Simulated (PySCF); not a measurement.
PySCF job for Al(Me)(PH2)2 (CH7AlP2), SMILES [PH2][Al]([PH2])[CH3], KT2/pcSseg-1. The structure is a stationary point at TPSSh-D3(BJ)/def2-SVP. The structure was generated by enumeration; whether it is a known compound was not checked. One conformer was computed; it need not be the lowest.

```python
import numpy as np
from pyscf import gto, scf, dft
from pyscf.prop.nmr import rks as nmr

mol = gto.M(
    atom='''
    Al    0.34064839   -0.15115149   -0.13853219
    C     2.12748055   -0.67045734   -0.76981835
    H     2.07921441   -1.64049313   -1.29854423
    H     2.85001080   -0.78702681    0.05542971
    H     2.53817527    0.06189853   -1.48617186
    P    -0.26436172   -0.42567323    2.10650656
    H     0.24714758   -1.75418563    2.21068455
    H    -1.60996317   -0.82372015    1.85229231
    P    -1.08050065    1.10446468   -1.51237326
    H    -2.28002968    0.42723724   -1.14305157
    H    -0.84493187    0.32213179   -2.68281002
    ''',
    basis='pcSseg-1',
    charge=0,
    spin=0,
    max_memory=1600,
    verbose=3,
)
mf = dft.RKS(mol, xc='kt2')
mf.grids.level = 3
mf.conv_tol = 1e-10
mf.max_cycle = 100
mf.kernel()
n = nmr.NMR(mf)
n.verbose = 2
n.max_cycle_cphf = 60
sigma = n.kernel()
print('atom   isotropic/ppm   span/ppm')
for i, s in enumerate(sigma):
    w = np.linalg.eigvalsh((s + s.T) / 2)
    print(f'{mol.atom_symbol(i):2s}{i + 1:3d} {w.mean():14.3f} {w[2] - w[0]:11.3f}')
```

It prints:

```
converged SCF energy = -976.060534307481
atom   isotropic/ppm   span/ppm
Al  1        218.277     207.171
C   2        184.226      25.051
H   3         31.316       9.838
H   4         30.813      10.555
H   5         30.840      10.519
P   6        581.312      92.362
H   7         29.542      11.902
H   8         29.587      11.947
P   9        582.364      92.567
H  10         29.616      11.956
H  11         29.560      11.913
```

The run converged.

Cost: very roughly 30 core-seconds.
